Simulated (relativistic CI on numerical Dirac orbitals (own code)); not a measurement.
## B3+: what numerical and physical settings do to a radial Dirac CI calculation

Reference input:

```
atom B  Z=5  charge=3  electrons=2
nucleus A=11  rms_radius_fm=2.4060
hamiltonian dirac-coulomb  breit=on  qed=on  c_scale=1
orbitals kli  potential=per-configuration
slater_scale 1
correlation none
mixing on
grid step=0.0125 r_max=19.8
scf mixing=0.4 start=green max_iterations=150 tolerance=2e-08 node_fill=0.05
configurations
  1s2
  1s 2s
  1s 2p
end
```

Computed lowest total energy -21.99097 Ha, first excitation 1592525.4 cm⁻¹, 24 SCF steps. Runs with settings changed; * marks those that are bad on purpose (the QED terms keep the true α when c is scaled):

```csv
Changed,Outcome,Lowest level,ΔE (Ha),First excitation (cm⁻¹),SCF steps,Message
"nuclear radius 3.1278 fm, end of the grid at 13.86 bohr",converged,1s2 1S_0,-1.58e-07,1592525.4,24,
"end of the grid at 29.7 bohr, grid step 0.008, Slater scale 1.2",converged,1s2 1S_0,-5.76e-07,1590767.2,24,
SCF mixing 0.1,converged,1s2 1S_0,8.19e-12,1592525.4,28,
"QED terms off, end of the grid at 29.7 bohr, iteration limit 20",converged,1s2 1S_0,-0.000808,1592593.8,24,
speed of light × 0.2 *,converged,1s2 1S_0,-0.135,1595445.4,24,
nuclear radius 2406.0 fm *,converged,1s2 1S_0,0.99,1510390.0,24,
```

With so few configurations and no correlation, terms lie too far apart (by 10 to 50 % near neutrality), their order can be wrong, and levels of other configurations are missing.
